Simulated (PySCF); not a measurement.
CH₈N₂OSi, SMILES [Si@H](NC)(N)O. Atoms are numbered in the order given.

```xyz
13

C      2.0384    -0.5858     1.1129
N      1.1735     0.1956     0.2531
Si    -0.5211    -0.0101     0.0481
N     -1.1506     1.5171    -0.4095
O     -1.0681    -1.0080    -1.1805
H      1.4303    -1.1153     1.8640
H      2.7516     0.0499     1.6676
H      2.6257    -1.3505     0.5691
H      1.6631     0.7555    -0.4377
H     -0.9672    -0.6374     1.3329
H     -2.0196     1.5951    -0.9237
H     -0.8916     2.3725     0.0654
H     -1.1427    -1.9387    -0.9500
```

The structure is a stationary point at ωB97X-D3(BJ)/def2-SVP. The structure was generated by enumeration; whether it is a known compound was not checked. Other conformers were not sampled.

Two levels are set side by side: PBE/pcSseg-1 (PySCF) and PBE0/pcSseg-1 (PySCF). GIAO shifts against H2O (¹⁷O), NH3 (¹⁵N), TMS (²⁹Si), TMS (¹H), TMS (¹³C) at the same level; non-relativistic, no solvent, atoms listed together averaged. Differences are taken from unrounded values.

```
quantity                    PBE0    PBE  PBE minus PBE0
-------------------------  -----  -----  --------------
δ(¹³C) of C1 (ppm)          30.8   31.6             0.8
δ(¹⁵N) of N2 (ppm)          45.7   54.7             9.0
δ(²⁹Si) of Si3 (ppm)       -32.7  -34.6            -1.9
δ(¹⁵N) of N4 (ppm)          22.3   26.5             4.2
δ(¹⁷O) of O5 (ppm)          67.3   76.1             8.8
δ(¹H) of H6, H7, H8 (ppm)   2.88   2.96            0.08
δ(¹H) of H9 (ppm)           0.87   0.94            0.07
δ(¹H) of H10 (ppm)          5.03   5.38            0.34
δ(¹H) of H13 (ppm)          1.64   1.57           -0.07
```

Rough cost on one machine, each run with all the roots and properties that it gave: PBE0 against PBE within a factor of 2.
